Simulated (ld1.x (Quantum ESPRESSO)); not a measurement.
# aluminium, PAW: configuration errors across variants

Al (Z = 13), PAW, made with ld1.x (Quantum ESPRESSO) 7.5 (PBE, scalar-relativistic). Core [He], reference 2s2 2p6 3s1.75 3p1.25. Waves: 2s (bound): rcut 0.85, rcutus 1.00 bohr; 3s (bound): rcut 0.85, rcutus 1.00 bohr; 2p (bound): rcut 0.95, rcutus 1.20 bohr; 3p (bound): rcut 0.95, rcutus 1.20 bohr; 3d channel at 0.25 Ry: rcut 1.05, rcutus 1.20 bohr; 3d channel at 2.2 Ry: rcut 1.05, rcutus 1.20 bohr. Local part: all-electron potential smoothed inside 0.85 bohr (lloc = -1). Core correction: a·sin(br)/r model core, default radius (ld1.x builds one for every PAW set, though the input has nlcc=.false.). Augmentation charge: BESSEL, radius 0.85 bohr.

All-electron excitation energies from the reference (eV): (1) 2s2 2p6 3s2 3p1 -1.267; (2) 2s2 2p6 3s2 3p0 4.495; (3) 2s2 2p6 3s1 3p0 23.720; (4) 2s2 2p6 3s0 3p3 9.184; (5) 2s2 2p6 3s1 3p2 3.872; (6) 2s1 2p6 3s2 3p1 119.444; (7) 2s2 2p6 3s0 3p0 52.163.

The overlap operator is not positive definite (basis up to 400 Ry) in “waves 2s (bound): rcut 0.85, rcutus 1.12 bohr; 3s (bound): rcut 0.85, rcutus 1.12 bohr”, “waves 2s (bound): rcut 0.85, rcutus 1.22 bohr; 3s (bound): rcut 0.85, rcutus 1.22 bohr”, “waves 2s (bound): rcut 0.85, rcutus 1.38 bohr; 3s (bound): rcut 0.85, rcutus 1.38 bohr”, “waves 2s (bound): rcut 0.85, rcutus 1.52 bohr; 3s (bound): rcut 0.85, rcutus 1.52 bohr”. Such files are unfit for use, however small their errors in these radial tests.

Errors AE − PS in meV (a dash: test not solved or not reliable):

```csv
change,(1),(2),(3),(4),(5),(6),(7),bound ghosts
base,0.0,0.0,-0.6,+1.3,+0.1,-28,-1.4,none
"waves 2s (bound): rcut 0.62, rcutus 0.66 bohr; 3s (bound): rcut 0.62, rcutus 0.66 bohr",0.0,-0.1,-0.4,+0.9,+0.2,-0.6,-1.0,none
"waves 2s (bound): rcut 0.72, rcutus 0.76 bohr; 3s (bound): rcut 0.72, rcutus 0.76 bohr",0.0,-0.1,-0.4,+0.9,+0.1,-6.7,-1.2,none
"waves 2s (bound): rcut 0.85, rcutus 1.12 bohr; 3s (bound): rcut 0.85, rcutus 1.12 bohr",0.0,0.0,-0.7,+1.6,+0.2,-32,-1.4,not determined (overlap not positive)
"waves 2s (bound): rcut 0.85, rcutus 1.22 bohr; 3s (bound): rcut 0.85, rcutus 1.22 bohr",+0.1,+0.1,-0.4,+1.9,+0.2,–,–,not determined (overlap not positive)
"waves 2s (bound): rcut 0.85, rcutus 1.38 bohr; 3s (bound): rcut 0.85, rcutus 1.38 bohr",+0.1,+0.2,+1.0,+1.6,+0.2,–,–,not determined (overlap not positive)
"waves 2s (bound): rcut 0.85, rcutus 1.52 bohr; 3s (bound): rcut 0.85, rcutus 1.52 bohr",+0.1,+0.4,+5.9,+0.6,+0.1,–,–,not determined (overlap not positive)
```

(1) Give the same row for: waves 2s (bound): rcut 0.85, rcutus 0.94 bohr; 3s (bound): rcut 0.85, rcutus 0.94 bohr.

Results:

(1) 0.0, -0.1, -0.5, +1.2, +0.1, -22, -1.4; bound ghosts: none.
